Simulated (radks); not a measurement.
Coulomb parameter of the 4f shell of the holmium ion Ho2+ in the model configuration [Xe] 4f9 5d2, as a second difference U = [E(n + 0.25) + E(n - 0.25) - 2 E(n)] / (0.25)^2 with all orbitals relaxed. "Bare": the charge of the atom changes with n. "Screened": the 5d shell takes up the change at fixed total charge, which measures U(4f,4f) + U(5d,5d) - 2 U(4f,5d). Calculated with a radial shooting solver on a logarithmic mesh with Libxc functionals: Dirac Kohn-Sham, PBE, spin-unpolarised, spherical densities, finite nucleus; open shells are shared between the two j in proportion to 2j + 1; Fermi nuclear charge, rms radius 5.2022 fm.

| case | configuration | E - E(n) (eV) |
|---|---|---|
| start | [Xe] 4f9 5d2 | 0.000 |
| bare +0.25 | [Xe] 4f9.25 5d2 | -7.078 |
| bare -0.25 | [Xe] 4f8.75 5d2 | 8.230 |
| screened +0.25 | [Xe] 4f9.25 5d1.75 | -3.276 |
| screened -0.25 | [Xe] 4f8.75 5d2.25 | 3.643 |

U(bare) = 18.433 eV, U(screened by 5d) = 5.863 eV.
